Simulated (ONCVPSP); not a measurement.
# Re, ONCV: configuration errors across variants

| Item | Value |
| --- | --- |
| Element | Re |
| Generator | ONCVPSP 4.0.1 |
| Type | optimised norm-conserving Vanderbilt (ONCV) |
| Functional | LDA (Perdew-Wang 92) |
| Relativity | scalar-relativistic |
| Frozen core | [Kr] 4d10 4f14 |
| Valence charge | 15 |
| Reference configuration | 5s2 5p6 5d5 6s0.5 (charge +1.5) |
| Partial waves | 5s+6s: rc 2.00 bohr, ncon 5, nbas 8, qcut 4.7 1/bohr, 2 projectors; 5p: rc 1.90 bohr, ncon 4, nbas 8, qcut 8.4 1/bohr, 2 projectors, debl 3.4 Ha; 5d: rc 1.65 bohr, ncon 4, nbas 7, qcut 5.2 1/bohr, 2 projectors, debl 3 Ha |
| Local potential | polynomial inside 1.55 bohr (lpopt 5, dvloc0 0 Ha) |
| Core correction | Teter function fitted to the true core (icmod 2), fcfact 0.3 |

All-electron excitation energies from the reference (eV): (1) 5s2 5p6 5d5 6s2 -16.913; (2) 5s2 5p6 5d5 6s1 -7.405; (3) 5s2 5p6 5d5 6s0 9.266; (4) 5s2 5p6 5d5 6s1.5 -13.015.

1 further variants failed, have other tests or another functional or relativity, and are left out.

Errors AE − PS in meV (a dash: test not solved or not reliable):

```tsv
change	(1)	(2)	(3)	(4)	bound ghosts	GHOST(+) flags above zero
base	+0.2	+1.5	-4.0	+1.4	none	none
core correction Teter function fitted to the true core (icmod 2), fcfact 1.02	+0.1	+1.5	-4.1	+1.3	none	none
local potential polynomial inside 1.55 bohr (lpopt 5, dvloc0 6.5 Ha)	+0.2	+1.5	-4.0	+1.4	none	none
```

Question: Give the same row for: local potential polynomial inside 1.35 bohr (lpopt 5, dvloc0 2 Ha).

Answer: +0.3, +1.6, -4.0, +1.4; bound ghosts: none; GHOST(+) flags above zero: none.
